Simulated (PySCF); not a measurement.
## Shapes and spin states of MoS(OH)₂

Computed with PySCF, PBE0, basis Mo def2-SVP with ECP28, S def2-SVP, O def2-SVP, H def2-SVP (scalar-relativistic core potentials, no spin–orbit coupling, density fitting).

Relaxations began from a few typed shapes and spin states; open shells are unrestricted. The search is not exhaustive: other isomers or separated fragments can lie lower, and high-lying points may rest on an excited occupation.

(1) Order these stationary points by electronic energy, lowest first, in kJ/mol from the lowest minimum.
A. triplet Cs: Mo–O 1.878 Å (×2), Mo–S 2.115 Å, O–H 0.965 Å (×2); H–O–Mo 126.6° (×2), O–Mo–O 115.2°, O–Mo–S 121.0° (×2)
B. singlet (closed shell, unstable to spin polarisation) C2v: Mo–O 1.832 Å (×2), Mo–S 2.085 Å, O–H 0.964 Å (×2); H–O–Mo 135.1° (×2), O–Mo–O 124.9°, O–Mo–S 117.6° (×2)

(2) Which of them are minima?

Results:

(1) A (0.0), B (13.7).

(2) By energy in kJ/mol, 0.0: minimum; 13.7: minimum of the closed-shell surface only.

For the lowest minimum: other spin states or occupations of the open shell can lie lower.
